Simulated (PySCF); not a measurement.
# Electronic absorption of CH4F2Ge

CH4F2Ge.
Numbering: `[F:1][CH2:2][GeH2:3][F:4]` (hydrogens: H5, H6 on C2; H7, H8 on Ge3)

Structure used (PBE0-D3(BJ)/def2-SVP), in Å, numbered top down from 1:
```
atom  x, y, z in Å
F1     1.5454   -0.0562    1.2246
C2     1.0311    0.1395   -0.0384
Ge3   -0.9113   -0.1360    0.0560
F4    -1.5098    0.1282   -1.5643
H5     1.4924   -0.5736   -0.7419
H6     1.2660    1.1609   -0.3815
H7    -1.5943    0.9006    0.9600
H8    -1.2643   -1.5822    0.4327
```

The calculation used PySCF 2.14.0, density-fitted response routines, TDDFT CAM-B3LYP/def2-SVPD, vertical, gas phase, core orbitals frozen in the response. Relativistic effects, spin–orbit coupling among them, are left out although an element past zinc is present.

Question: What does the calculation give for the low-lying excited states?

Answer: 

```csv
state,λ (nm),E (eV),f,|μ| (D),symmetry,"main configurations (H = HOMO, L = LUMO)"
S1,175.7,7.06,0.0065,0.49,A′,H→L (95%)
S2,158.4,7.83,0.0012,0.20,–,H-1→L (94%)
S3,151.3,8.19,0.023,0.87,A′,H→L+1 (90%)
S4,141.4,8.77,0.0000,0.01,–,H-2→L (80%)
S5,140.6,8.82,0.272,2.85,A′,H→L+2 (81%)
S6,136.9,9.05,0.063,1.36,A″,H-1→L+1 (78%)
S7,133.7,9.27,0.139,1.99,A″,H-1→L+2 (80%)
S8,130.6,9.50,0.039,1.05,A′,"H→L+5 (39%), H-3→L (38%)"
S9,128.9,9.62,0.0025,0.26,A′,"H→L+3 (57%), H→L+5 (30%)"
S10,128.1,9.68,0.0004,0.10,–,"H→L+4 (58%), H-2→L+1 (16%)"
```

Triplets, Tamm–Dancoff:

```json
{"state": "T1", "E (eV)": "6.59", "λ (nm)": "188.1", "main configurations (H = HOMO, L = LUMO)": "H→L (92%)"}
{"state": "T2", "E (eV)": "7.37", "λ (nm)": "168.3", "main configurations (H = HOMO, L = LUMO)": "H-1→L (91%)"}
{"state": "T3", "E (eV)": "7.82", "λ (nm)": "158.6", "main configurations (H = HOMO, L = LUMO)": "H→L+2 (60%), H→L+1 (27%)"}
{"state": "T4", "E (eV)": "8.01", "λ (nm)": "154.8", "main configurations (H = HOMO, L = LUMO)": "H→L+1 (63%), H→L+2 (19%)"}
```

The lowest singlet comes at 176 nm (681 kJ/mol) in the vacuum ultraviolet; it is weak; its leading configuration is HOMO→LUMO (95%). The most intense listed level is S5 at 8.82 eV (141 nm, f = 0.272), 1.76 eV above S1. Löwdin shares by element: HOMO fluorine 32%, carbon 30%, germanium 20% (atoms not listed hold the other 18%); LUMO germanium 39%, fluorine 12% or more, carbon 11%, hydrogen 11% or more (atoms not listed hold the other 28%). Orbital energies (eV): HOMO-3 -13.03, HOMO-2 -12.01, HOMO-1 -11.13, HOMO -10.32, LUMO 0.45, LUMO+1 1.05, LUMO+2 1.44. The oscillator strengths of these states sum to 0.547; summed over the whole spectrum of an exact calculation they would give the number of electrons, 60 (Thomas–Reiche–Kuhn). Of the 10 states listed, 5 reach f = 0.01 and 2 stay under 0.0005. All these states lie below the vertical ionisation energy of 11.40 eV (ΔSCF). Symmetry labels in Cs follow from the direction of the transition dipole and are given only for states with f of 0.002 or more. Only the lowest 10 singlets were computed, as vertical energies without vibronic structure.

Hardware: one thread of an Arm Neoverse N1, shared host. Cost: 66 s wall, 0.71 GiB resident at most.

One conformer stands for the species.
